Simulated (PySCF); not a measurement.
BiH₃Te₃, SMILES [TeH][Bi]([TeH])[TeH].

Geometry optimised at B3LYP-D3(BJ)/def2-SVP. The structure was generated by enumeration; whether it is a known compound was not checked. The def2 effective core potentials stand for the cores of Bi, Te; spin–orbit coupling is left out.

The numbers are results of PBE/def2-TZVP in PySCF, not measurements.

The molecule is in vacuum.

- total energy = -1020.61474 hartree
- point group = C3
- highest occupied level = -5.36 eV
- lowest empty level = -2.89 eV
- orbital gap = 2.47 eV
- dipole moment = 2.06 D
- quadrupole, principal values (traceless, Buckingham form, about the centre of nuclear charge) = -1.97, -1.97, 3.93 D·Å
- mean static polarisability = 185.4 bohr³ (27.47 Å³)
- polarisability, principal values = 138.1, 209.0, 209.0 bohr³
